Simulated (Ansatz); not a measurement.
Stretching the O3–H4 bond in FHOPb (SMILES [OH][Pb][F]) (multiplicity 1 held, fragments rigid). Energies count from the point at 0.966 Å.
Geometry at that point (charge 0, multiplicity 1):
```xyz
4

Pb     0.11985     0.02506     0.23370
F     -0.29895     1.35258    -1.30236
O     -0.75279    -1.60708    -0.73088
H     -1.11467    -1.37121    -1.59493
```

Restricted levels (R-, RO-) in cc, def2 and unpolarised 6-31G sets keep to the state of the molecule at rest. U- levels take the lowest unrestricted solution at each point, which mixes spins at long bonds. Levels need not reach the same state.

Run with Ansatz (an electronic-structure program) with Gaussian orbitals. Each number belongs to the level named beside it. In def2 rows elements past Kr take small-core potentials, without spin–orbit coupling.

Problem. One of these levels gives 120.53 kcal/mol for the energy at R = 3.091 Å. Which?
A. R-PBE/def2-TZVPP
B. R-wB97X-V/def2-TZVPP
C. U-HF/def2-TZVPP
D. U-B3LYP/def2-TZVPP

Solution. D, U-B3LYP/def2-TZVPP. The others give 87.68 (U-HF/def2-TZVPP), 149.24 (R-PBE/def2-TZVPP), 187.71 (R-wB97X-V/def2-TZVPP)

Doubts at one or more of the structures used: a spin-contaminated determinant (U-HF/def2-TZVPP, U-B3LYP/def2-TZVPP); a restricted determinant that unrestricted orbitals would lower (R-PBE/def2-TZVPP, R-wB97X-V/def2-TZVPP).
